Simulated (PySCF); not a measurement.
Members of one series of related molecules.

All values: PBE0/pcSseg-1 (PySCF) at GFN2-xTB geometries, gas phase, one conformer each.

(1) Rank by the lowest IAO charge on any atom, lowest value first.
A. `FC(F)(F)[SiH2]N([SiH3])[SiH3]`
B. `CCC[SiH2]C(F)(F)F`
C. `CCO[SiH2]C(F)(F)F`

(2) Rank by LUMO energy, highest first.
A. `O([SiH2]C(F)(F)F)CC`
B. `CCC[SiH2]C(F)(F)F`
C. `CC(C)O[SiH2]C(F)(F)F`
D. `[SiH2](N([SiH3])[SiH3])C(F)(F)F`

(3) Rank by the highest Hirshfeld charge on any atom, highest value first.
A. `CC(C)O[SiH2]C(F)(F)F`
B. `[SiH2](C(F)(F)F)CCC`
C. `[SiH2](N([SiH3])[SiH3])C(F)(F)F`
D. `CCO[SiH2]C(F)(F)F`

Answers

(1) A (-1.039 e), C (-0.645 e), B (-0.537 e).

(2) B (0.45 eV), A (0.18 eV), C (0.04 eV), D (-0.53 eV).

(3) D (+0.400 e), A (+0.389 e), C (+0.359 e), B (+0.338 e).

All values together:

| SMILES | formula | μ (D) | HOMO (eV) | LUMO (eV) | lowest IAO charge (e) | highest IAO charge (e) | lowest Hirshfeld charge (e) | highest Hirshfeld charge (e) |
| --- | --- | --- | --- | --- | --- | --- | --- | --- |
| FC(F)(F)[SiH2]N([SiH3])[SiH3] | CH8F3NSi3 | 2.69 | -7.85 | -0.53 | -1.039 (N) | +0.874 (Si) | -0.349 (N) | +0.359 (Si) |
| CCC[SiH2]C(F)(F)F | C4H9F3Si | 2.93 | -8.91 | 0.45 | -0.537 (C) | +0.732 (Si) | -0.152 (C) | +0.338 (Si) |
| CC(C)O[SiH2]C(F)(F)F | C4H9F3OSi | 4.09 | -8.64 | 0.04 | -0.646 (O) | +1.000 (Si) | -0.210 (O) | +0.389 (Si) |
| CCO[SiH2]C(F)(F)F | C3H7F3OSi | 2.61 | -8.53 | 0.18 | -0.645 (O) | +1.003 (Si) | -0.216 (O) | +0.400 (Si) |

Conformers: `[F:1][C:2]([F:3])([F:4])[SiH2:5][N:6]([SiH3:7])[SiH3:8]` with C2–Si5–N6–Si7 5°; `[CH3:1][CH2:2][CH2:3][SiH2:4][C:5]([F:6])([F:7])[F:8]` with C1–C2–C3–Si4 -178°, C2–C3–Si4–C5 -64°; `[CH3:1][CH:2]([CH3:3])[O:4][SiH2:5][C:6]([F:7])([F:8])[F:9]` with C1–C2–O4–Si5 83°, C2–O4–Si5–C6 -178°; `[CH3:1][CH2:2][O:3][SiH2:4][C:5]([F:6])([F:7])[F:8]` with C1–C2–O3–Si4 -163°, C2–O3–Si4–C5 55°.
